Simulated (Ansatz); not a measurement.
`F[B]([AlH2])[O][AlH2]` and `F[BH][AlH2]` differ in one atom or group.

Ansatz, PBE0-D4/def2-TZVP geometries, multiplicity 1. Each molecule was computed in one conformer, which needn't be the lowest.

```
                                                                                  property  `F[B]([AlH2])[O][AlH2]`
                                                       HOMO energy (B3LYP/def2-TZVPP) / eV                    -7.21
ideal-gas entropy at 298 K and 1 bar (rigid rotor, harmonic PBE0-D4/def2-TZVP) / J/(mol·K)                      394
                                                        HOMO energy (PBE0/def2-TZVPP) / eV                    -7.40
                                        size of the dipole moment (ωB97M-V/def2-TZVPP) / D                     1.63
                                            zero-point energy (PBE0-D4/def2-TZVP) / kJ/mol                     99.1
                                          size of the dipole moment (B3LYP/def2-TZVPP) / D                     1.64
```

What does the change do to each property? (An estimate is asked.)

The calculation gave: 
```json
{"property": "HOMO energy (B3LYP/def2-TZVPP) / eV", "`F[BH][AlH2]`": "-7.14", "shift": "0.07"}
{"property": "ideal-gas entropy at 298 K and 1 bar (rigid rotor, harmonic PBE0-D4/def2-TZVP) / J/(mol·K)", "`F[BH][AlH2]`": "294", "shift": "-100"}
{"property": "HOMO energy (PBE0/def2-TZVPP) / eV", "`F[BH][AlH2]`": "-7.31", "shift": "0.09"}
{"property": "size of the dipole moment (ωB97M-V/def2-TZVPP) / D", "`F[BH][AlH2]`": "0.49", "shift": "-1.14"}
{"property": "zero-point energy (PBE0-D4/def2-TZVP) / kJ/mol", "`F[BH][AlH2]`": "71.7", "shift": "-27.4"}
{"property": "size of the dipole moment (B3LYP/def2-TZVPP) / D", "`F[BH][AlH2]`": "0.52", "shift": "-1.12"}
```

With PBE0 the HOMO rises by 0.09 eV and the LUMO falls by 0.21 eV, so the gap narrows by about 0.30 eV. PBE moves the HOMO by 0.13 eV and ωB97M-V by 0.09 eV. The zero-point energy changes by -27.4 kJ/mol with -9 modes. Dipoles are sizes alone; their direction can turn. Modes under 60 cm⁻¹, often nearly free rotors, make the harmonic entropy too high.

B3LYP here is the variant with VWN-RPA as its local correlation; programs differ in this.
